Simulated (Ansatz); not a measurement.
Reaction (formal hydrolysis of a C–C bond): `O=C[CH2][ZnH]` + H₂O → `O[CH2][ZnH]` + `C=O`

Program: Ansatz. Geometries: PBE0-D4/def2-TZVP. ΔE: electronic, gas phase. CBS: MP2 limit from def2 TZ/QZ plus the TZ coupled-cluster correction, frozen cores. This one scheme is used for every species. Functionals use def2-TZVPP. B3LYP here is the variant with VWN-RPA as its local correlation; programs differ in this. For Zn outer-core shells are correlated without core-valence functions, which leaves a few kJ/mol of doubt a bond. Scalar relativity is left out up to krypton. One conformer a species, not always the lowest.

```json
{"species": "`O=C[CH2][ZnH]`", "B3LYP-D4 energy (Eh)": "-1933.33990"}
{"species": "H₂O", "B3LYP-D4 energy (Eh)": "-76.46698"}
{"species": "`O[CH2][ZnH]`", "B3LYP-D4 energy (Eh)": "-1895.19971"}
{"species": "`C=O`", "B3LYP-D4 energy (Eh)": "-114.55645"}
```

Q: Work out ΔE.

A: ΔE = (-1895.19971) + (-114.55645) − (-1933.33990) − (-76.46698) = 0.05072 Eh = +31.8 kcal/mol. CCSD(T)/CBS gives +33.7 kcal/mol.

Largest T1 diagnostic among the species: 0.016.

From PBE to PBE0 (25 % exact exchange), in def2-TZVPP and without D4, ΔE moves by +1.4 kcal/mol. In def2-TZVPP, CCSD(T) changes the Hartree–Fock value by +1.3 kcal/mol (the triples alone add +0.4 kcal/mol) and MP2 by +3.7 kcal/mol.
